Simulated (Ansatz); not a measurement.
Born–Oppenheimer molecular dynamics of Cl₃GeH (5 atoms, charge 0, multiplicity 1). It starts at the highest image of a converged band, a first-order saddle point between two minima.

Theory: Ansatz, RKS PBE0-D4/def2-SVP.

| Property | Result |
| --- | --- |
| ensemble | NVE (velocity Verlet) |
| time step | 0.5 fs |
| steps asked | 200 |
| starting velocities drawn for | 100 K |
| seed | 2869 |

First frame:

```xyz
5
Properties=species:S:1:pos:R:3
Ge -0.330 0.000 0.382
H 0.830 0.000 1.522
Cl 2.149 0.000 0.409
Cl -0.825 1.722 -0.803
Cl -0.825 -1.722 -0.803
```

Question: How far do the bonds stretch over the last three quarters of this one trajectory? (Pairs bonded in most of those frames.)

Answer: 
| bond | mean (Å) | spread (Å) | shortest | longest |
| --- | --- | --- | --- | --- |
| Ge1–Cl4 | 2.224 | 0.063 | 2.11 | 2.30 |
| Ge1–Cl5 | 2.211 | 0.048 | 2.13 | 2.27 |
| H2–Cl3 | 1.307 | 0.071 | 1.20 | 1.42 |

Mean temperature of the second half: 2244 K. The conserved energy stayed within 0.44 meV per atom of its start (net change 0.018 meV per atom), so the integration is sound. The kinetic energy rose, since the run started high on the potential surface and went downhill. It ends in pieces (Cl2Ge + ClH), so much of that is their flight and rotation, not heat. A run of 0.1 ps of so small a system gives no equilibrium averages. The orbitals stay closed-shell, which can raise the energy where a bond breaks towards radicals; this wasn't checked here.

The run took 7.3 min on 2 threads of Arm Neoverse V1, on a shared host, peak memory 0.2 GiB.
